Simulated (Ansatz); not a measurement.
Reaction (formal exchange of groups at the Al–O bond): `BB[O][AlH2]` + `N=CO` → `N=[C](O)[AlH2]` + `BBO`

Gas-phase electronic energies from Ansatz, PBE0-D4/def2-TZVP geometries. CCSD(T)/CBS is the MP2 limit (def2-TZVPP, def2-QZVPP) plus CCSD(T) − MP2 in def2-TZVPP, frozen cores. This one scheme is used for every species. Functionals use def2-TZVPP. HSE06 is defined as in plane-wave codes. Each species was taken in one conformer, which may not be the lowest.

`BB[O][AlH2]`:

```xyz
9

B    -0.590   -0.651   -1.849
B    -0.839    0.130   -0.389
O     0.065    0.259    0.594
Al    1.146    0.454    1.869
H    -0.213   -0.068   -2.829
H    -0.858   -1.811   -2.006
H    -1.940    0.620   -0.213
H     2.062    1.737    1.848
H     1.167   -0.670    2.974
```

`N=CO`:

Z-matrix (Å, degrees):
```
C
O 1 1.336
N 1 1.258 2 122.1
H 1 1.092 2 110.5 3 -180.0
H 2 0.968 1 106.6 3 -0.0
H 3 1.014 1 111.3 2 180.0
```

`N=[C](O)[AlH2]`:

Cartesian coordinates in Å:
```
N -0.086 1.192 1.035
C -0.208 0.037 0.518
O -0.804 -0.932 1.245
Al 0.418 -0.454 -1.302
H 0.374 1.839 0.401
H -1.047 -0.533 2.097
H 1.099 0.751 -2.074
H 0.254 -1.900 -1.919
```

`BBO`:

Z-matrix (Å, degrees):
```
B
B 1 1.671
H 1 1.200 2 122.0
H 1 1.200 2 122.0 3 -174.5
O 2 1.357 1 123.3 3 -92.7
H 2 1.214 1 118.1 3 87.3
H 5 0.960 2 113.4 1 -180.0
```

```
           level  ΔE (kJ/mol)
          B97M-V        148.0
           HSE06        138.0
CCSD(T)/def2-SVP        143.9
   HF/def2-TZVPP        163.1
```

Problem. What does CCSD(T)/CBS give? (Estimate.)

Solution. Ansatz gave: +142.0 kJ/mol. The listed levels differ from it by 6.0, -4.0, 1.9, 21.1 kJ/mol.

Largest T1 diagnostic among the species: 0.015.

In def2-TZVPP, CCSD(T) changes the Hartree–Fock value by −20.9 kJ/mol (the triples alone add −3.8 kJ/mol) and MP2 by −17.8 kJ/mol. From BLYP to BHLYP (50 % exact exchange), in def2-TZVPP and without D4, ΔE moves by +11.7 kJ/mol. Leaving LDA and LC-ωPBE aside and taking each functional with its dispersion term where it has one, the values, not all of them listed here, spread over 23.8 kJ/mol, from revPBE-D4 to BHLYP-D4.
